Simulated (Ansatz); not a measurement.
`BN[SiH2]C=C`, 13 atoms. Charge 0, multiplicity 1. All runs use 4 threads of a server CPU on a shared host. Correlated methods freeze the cores.

Q: Give the basis size and wall time and peak host memory of each of these runs in Ansatz. RHF-MP2/def2-QZVPP energy; RKS PBE-QIDH (frozen core)/def2-TZVPP energy; RKS PBE0-D4/def2-TZVP frequencies; RKS PBE0-D4/def2-SVP energy; RHF-CCSD(T)/def2-TZVPP energy; RKS ωB97M-V/def2-SVP energy; RKS ωB97M-V/def2-QZVPP energy; direct RPA on PBE orbitals/def2-TZVPP energy; RKS SPW92 (LDA)/def2-TZVPP energy; RKS PBE0-D4/def2-QZVPP energy; RKS ωB97M-V/def2-TZVPP energy and forces; RHF-CCSD(T)/def2-SVP energy. (Best estimate.)

A: Computed: Other jobs shared the machine, so times are rough.

```
                                level                job  functions  wall time  peak host memory (GiB)
                 RKS PBE0-D4/def2-SVP             energy        114      1.7 s                    0.24
           RKS SPW92 (LDA)/def2-TZVPP             energy        278      2.1 s                    0.36
                 RKS ωB97M-V/def2-SVP             energy        114        7 s                    0.35
                 RHF-CCSD(T)/def2-SVP             energy        114      9.5 s                    0.58
direct RPA on PBE orbitals/def2-TZVPP             energy        278       10 s                     0.7
RKS PBE-QIDH (frozen core)/def2-TZVPP             energy        278       10 s                    0.74
               RKS PBE0-D4/def2-QZVPP             energy        538       15 s                     1.9
               RKS ωB97M-V/def2-TZVPP  energy and forces        278       20 s                       1
               RKS ωB97M-V/def2-QZVPP             energy        538       35 s                     2.4
                   RHF-MP2/def2-QZVPP             energy        538       43 s                     3.7
               RHF-CCSD(T)/def2-TZVPP             energy        278    4.9 min                     7.7
                RKS PBE0-D4/def2-TZVP        frequencies        209      5 min                    0.53
```
